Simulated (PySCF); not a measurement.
# Magnetisability: SMILES COCc1ccc[nH+]c1, [C7H10NO]+, charge +1

Molfile (atoms numbered from 1):
```
C7H10NO
     RDKit          3D

 19 19  0  0  0  0  0  0  0  0999 V2000
   -3.2750   -0.5160    0.4450 C   0  0  0  0  0  0  0  0  0  0  0  0
   -1.8732   -0.4118    0.6095 O   0  0  0  0  0  0  0  0  0  0  0  0
   -1.2156    0.0418   -0.5396 C   0  0  0  0  0  0  0  0  0  0  0  0
    0.2565    0.1229   -0.2830 C   0  0  0  0  0  0  0  0  0  0  0  0
    1.1615    0.5487   -1.2586 C   0  0  0  0  0  0  0  0  0  0  0  0
    2.5166    0.6040   -0.9659 C   0  0  0  0  0  0  0  0  0  0  0  0
    2.9554    0.2367    0.2924 C   0  0  0  0  0  0  0  0  0  0  0  0
    2.0693   -0.1663    1.2070 N   0  0  0  0  0  0  0  0  0  0  0  0
    0.7596   -0.2326    0.9612 C   0  0  0  0  0  0  0  0  0  0  0  0
   -3.5258   -1.2293   -0.3459 H   0  0  0  0  0  0  0  0  0  0  0  0
   -3.7161    0.4570    0.2080 H   0  0  0  0  0  0  0  0  0  0  0  0
   -3.6653   -0.8721    1.3947 H   0  0  0  0  0  0  0  0  0  0  0  0
   -1.3976   -0.6371   -1.3906 H   0  0  0  0  0  0  0  0  0  0  0  0
   -1.5864    1.0376   -0.8379 H   0  0  0  0  0  0  0  0  0  0  0  0
    0.8062    0.8337   -2.2377 H   0  0  0  0  0  0  0  0  0  0  0  0
    3.2284    0.9304   -1.7074 H   0  0  0  0  0  0  0  0  0  0  0  0
    3.9981    0.2625    0.5706 H   0  0  0  0  0  0  0  0  0  0  0  0
    2.4040   -0.4348    2.1309 H   0  0  0  0  0  0  0  0  0  0  0  0
    0.0898   -0.5660    1.7399 H   0  0  0  0  0  0  0  0  0  0  0  0
  1  2  1  0
  2  3  1  0
  3  4  1  0
  4  5  1  0
  5  6  2  0
  6  7  1  0
  7  8  2  0
  8  9  1  0
  9  4  2  0
  1 10  1  0
  1 11  1  0
  1 12  1  0
  3 13  1  0
  3 14  1  0
  5 15  1  0
  6 16  1  0
  7 17  1  0
  8 18  1  0
  9 19  1  0
M  CHG  1   8   1
M  END
```

Level of theory: GIAO PBE0/pcSseg-1 magnetisability, rotational g tensor and spin-rotation constants, non-relativistic, gas phase (PySCF). Geometry: GFN2-xTB.

For an ion the centre-of-mass motion in the field is neglected.

Problem. How diamagnetic is it, and how anisotropic?

Solution. Isotropic -1301 × 10⁻³⁰ J/T², or -78.3 × 10⁻⁶ cm³/mol; principal values -1949, -1045, -909 × 10⁻³⁰ J/T², anisotropy 979 × 10⁻³⁰ J/T² (root of half the summed squared differences of the principal values). The susceptibility is in cgs units.

Problem. Split it along the inertial axes a, b, c into diamagnetic and paramagnetic parts about the centre of mass, with the quadrupole moment.

Solution. 
```
axis  χ (10⁻⁶ cm³/mol)  diamagnetic (10⁻⁶ cm³/mol)  paramagnetic (10⁻⁶ cm³/mol)  summed x² of all electrons (Å²)  quadrupole Θ (D Å)
   a             -63.0                      -359.4                        296.4                            317.1              +26.02
   b             -54.7                     -1406.6                       1351.8                             70.3               +0.88
   c            -117.4                     -1643.7                       1526.3                             14.4              -26.90
```
Anisotropies 2χaa − χbb − χcc = +46.2 and 2χbb − χaa − χcc = +70.9 × 10⁻⁶ cm³/mol. Θ is traceless in Buckingham's convention.

Problem. And the rotational g tensor?

Solution. 
| axis | rotational constant (GHz) | g | nuclear part | electronic part |
| --- | --- | --- | --- | --- |
| a | 4.7449 | -0.0357 | 0.6250 | -0.6607 |
| b | 0.9192 | -0.0041 | 0.5797 | -0.5838 |
| c | 0.7776 | +0.0254 | 0.5830 | -0.5576 |

Asymmetric top; isotopes 12C, 1H, 14N, 16O; no vibrational averaging.
